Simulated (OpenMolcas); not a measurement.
# Fe2+ in KZnF3: curves along the breathing mode

Fe2+ with its 6 nearest fluoride ions, on the Zn site of KZnF3 (a = 4.054 Å, distance in the model lattice 2.027 Å). The rest of the host is ab initio model potentials to 7.6 Å, with orthogonalisation functions on the cations behind the ligands, and point charges beyond; the distance is set by hand and nothing relaxes. Ligand basis ANO-RCC-VDZP.

| Quantity | Value |
| --- | --- |
| Program | OpenMolcas 26.06 |
| Method | SS-CASPT2, IPEA 0.25 Eh, imaginary shift 0.1 Eh (closed shells correlated: 3s 3p and the ligand valence shells) |
| Basis | ANO-RCC-VDZP [5s4p2d1f] |
| Scalar Hamiltonian | DKH2, point nucleus |
| Active space | 6 electrons in 5 orbitals (3d) |
| State averaging | 2S+1 = 5 even, 5 roots; 2S+1 = 3 even, 45 roots; 2S+1 = 1 even, 50 roots |
| Spin-orbit coupling | RASSI with atomic mean-field integrals over the reference wave functions |

Spin-free energies (labels of O, the rotations of Oh) in cm-1 above the lowest fitted minimum, as all ligands move together:

| R (Å) | 5T2 | 5E | 3T1 | 3T2 | 1A1 | 3T1(2) | 3T2(2) |
| --- | --- | --- | --- | --- | --- | --- | --- |
| 1.931 | 2710 | 16480 | 13420 | 16990 | 13150 | 23530 | 24770 |
| 1.977 | 320 | 12580 | 12380 | 15600 | 13470 | 21200 | 22480 |
| 2.022 | 170 | 11160 | 13400 | 16300 | 15650 | 21120 | 22450 |
| 2.068 | 2150 | 11950 | 16380 | 18960 | 19650 | 23120 | 24510 |
| 2.113 | 5930 | 14820 | 21110 | 23420 | 25260 | 27030 | 28480 |
| 2.159 | 11960 | 19850 | 27820 | 29870 | 32750 | 33000 | 34520 |
| 2.204 | 19790 | 26880 | 36270 | 38080 | 41870 | 40820 | 42390 |

Cubic fits give the following; the wavenumber is harmonic, with the mass of all moving ligands, small differences in it between states hang on the degree of the fit, a number in brackets counts states of one label, and the table is a selection of at most 14 states with clean curves.

```json
{"State": "5T2", "R0 (Å)": "2.004", "Breathing mode (cm-1)": "547", "Minimum (cm-1)": "0"}
{"State": "5E", "R0 (Å)": "2.029", "Breathing mode (cm-1)": "565", "Minimum (cm-1)": "11120"}
{"State": "3T1", "R0 (Å)": "1.976", "Breathing mode (cm-1)": "530", "Minimum (cm-1)": "12420"}
{"State": "3T2", "R0 (Å)": "1.984", "Breathing mode (cm-1)": "532", "Minimum (cm-1)": "15610"}
{"State": "1A1", "R0 (Å)": "1.945", "Breathing mode (cm-1)": "508", "Minimum (cm-1)": "13050"}
{"State": "3T1(2)", "R0 (Å)": "2.002", "Breathing mode (cm-1)": "548", "Minimum (cm-1)": "20910"}
{"State": "3T2(2)", "R0 (Å)": "2.001", "Breathing mode (cm-1)": "549", "Minimum (cm-1)": "22220"}
{"State": "3T1(3)", "R0 (Å)": "2.006", "Breathing mode (cm-1)": "547", "Minimum (cm-1)": "23430"}
{"State": "1T1", "R0 (Å)": "1.974", "Breathing mode (cm-1)": "530", "Minimum (cm-1)": "21530"}
{"State": "3E", "R0 (Å)": "2.004", "Breathing mode (cm-1)": "546", "Minimum (cm-1)": "23760"}
{"State": "3T2(3)", "R0 (Å)": "2.009", "Breathing mode (cm-1)": "540", "Minimum (cm-1)": "27620"}
{"State": "3A2", "R0 (Å)": "2.017", "Breathing mode (cm-1)": "554", "Minimum (cm-1)": "28200"}
{"State": "1T2", "R0 (Å)": "1.990", "Breathing mode (cm-1)": "531", "Minimum (cm-1)": "27770"}
{"State": "3T1(4)", "R0 (Å)": "2.026", "Breathing mode (cm-1)": "563", "Minimum (cm-1)": "31630"}
```

The minimum of 5E is shifted by +0.0258 Å against 5T2 (from the unrounded fits). With M = 114.0 u for the moving shell, the Huang-Rhys factor in this mode is S = M ω ΔR² / 2ħ = 0.01483 × 114.0 × 547 × 0.0258² = 0.62. Only the first shell moves, against a rigid host.

Roots that are degenerate in the reference are averaged as groups; the widest CASPT2 spread within a group is 190 cm-1 (the 2-fold group of multiplicity 1 near 31000 cm-1 above the lowest state of its run, R = 2.159). Shifts and gaps below about the spread of the groups concerned are not significant. Over all roots computed the reference weight is 0.73 to 0.74 in R = 1.931, 0.73 to 0.74 in R = 1.977, 0.73 to 0.74 in R = 2.022, 0.73 to 0.74 in R = 2.068, 0.73 to 0.75 in R = 2.113, 0.73 to 0.75 in R = 2.159, 0.73 to 0.75 in R = 2.204; a low but even weight reflects the number of correlated electrons. An orbital triplet at a regular site is open to Jahn-Teller coupling, which can distort the site and quench the lowest spin-orbit gaps and is left out. A single d shell leaves out the double-shell effect, which counts most for late 3d ions, where the CASPT2 field can be off either way by tens of per cent. Ligand-to-metal charge-transfer states are missing. These CASPT2 states fit no ligand-field parameters well, so their order and spin gaps are uncertain. For late 3d ions with one d shell CASPT2 can put B and the spin-flip bands somewhat low as well as high. With one d shell and no ligand orbital active, 10Dq can be off by tens of per cent for divalent 3d ions, low with halides held by bare charges and at times high in hosts. Free-ion shares, where given, are those of the reference states; single-state CASPT2 does not remix them. No measured value stands beside these numbers.
